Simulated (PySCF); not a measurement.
**A failing input for AsF**

```python
from pyscf import gto, dft

mol = gto.M(
    atom='As 0 0 0; F 0 0 1.88',
    basis='cc-pvdz-dk',
    charge=0,
    spin=2,
    symmetry=True,
    verbose=4,
)
mf = dft.ROKS(mol, xc='m06l')
mf = mf.sfx2c1e()
mf = mf.density_fit(auxbasis='def2-universal-jkfit')
mf.level_shift = -0.2
mf.kernel()
mf.dip_moment()
print('orbital energies (hartree):', mf.mo_energy[..., max(0, mol.nelec[1]-3):mol.nelec[0]+3].round(4))
```

```bash
$ OMP_NUM_THREADS=1 python input.py
```

The log, shortened:

```
[earlier lines left out]
******** <class 'pyscf.x2c.sfx2c1e.SpinFreeX2CHelper'> ********
approx = 1e
xuncontract = 1
Freeze 0 electrons in irreps []
    42 free electrons in irreps A1 E1x E1y E2x E2y
tot grids = 34688
init E= -2360.43346425065
cycle= 1 E= -2360.37411366154  delta_E= 0.0594  |g|= 0.716  |ddm|= 0.974
cycle= 2 E= -2355.60219406568  delta_E= 4.77  |g|= 2.94  |ddm|= 1.94
cycle= 3 E= -2355.95142607741  delta_E= -0.349  |g|=  1.9  |ddm|= 4.27
cycle= 4 E= -2360.3711635177  delta_E= -4.42  |g|= 0.718  |ddm|= 3.77
cycle= 5 E= -2360.19472470125  delta_E= 0.176  |g|= 1.01  |ddm|= 0.38
cycle= 6 E= -2360.37996324963  delta_E= -0.185  |g|= 0.693  |ddm|= 0.423
cycle= 7 E= -2360.2559939782  delta_E= 0.124  |g|= 0.869  |ddm|= 0.381
cycle= 8 E= -2360.44333173852  delta_E= -0.187  |g|= 0.415  |ddm|= 0.652
cycle= 9 E= -2360.38576846688  delta_E= 0.0576  |g|= 0.494  |ddm|= 0.619
cycle= 10 E= -2360.44454591864  delta_E= -0.0588  |g|= 0.229  |ddm|= 0.774
[30 cycles left out]
cycle= 41 E= -2360.38310135082  delta_E= -0.00886  |g|= 0.309  |ddm|= 1.15
cycle= 42 E= -2360.36548122352  delta_E= 0.0176  |g|= 0.451  |ddm|= 1.16
cycle= 43 E= -2360.38448655661  delta_E= -0.019  |g|= 0.29  |ddm|= 1.17
cycle= 44 E= -2360.3971699465  delta_E= -0.0127  |g|= 0.34  |ddm|= 1.13
cycle= 45 E= -2360.37746907465  delta_E= 0.0197  |g|= 0.353  |ddm|= 1.11
cycle= 46 E= -2360.39598933425  delta_E= -0.0185  |g|= 0.36  |ddm|=  1.1
cycle= 47 E= -2360.37405306209  delta_E= 0.0219  |g|= 0.374  |ddm|= 1.09
cycle= 48 E= -2360.39333519489  delta_E= -0.0193  |g|= 0.378  |ddm|= 1.09
cycle= 49 E= -2360.37365295899  delta_E= 0.0197  |g|= 0.376  |ddm|= 1.09
cycle= 50 E= -2360.3912837569  delta_E= -0.0176  |g|= 0.388  |ddm|= 1.09
SCF not converged.
SCF energy = -2360.3912837569
Dipole moment(X, Y, Z, Debye):  0.00000,  0.00000,  1.96407
orbital energies (hartree): [-0.4265 -0.3726 -0.3726 -0.2732 -0.2732 -0.2262  0.0664  0.1758]
```

Problem. Which setting is at fault, why, and what does a mended input give?

Solution. The level shift (hartree) (-0.2): a negative shift narrows the gap and lets the occupation swap. With this edit
```diff
- mf.level_shift = -0.2
```
the run finishes: E(SCF) = -2360.487977 Eh, 11 cycles, μz(SCF) = -2.35 D.

The bond length is a typed value, not an optimised one. No search for the lowest solution was made.
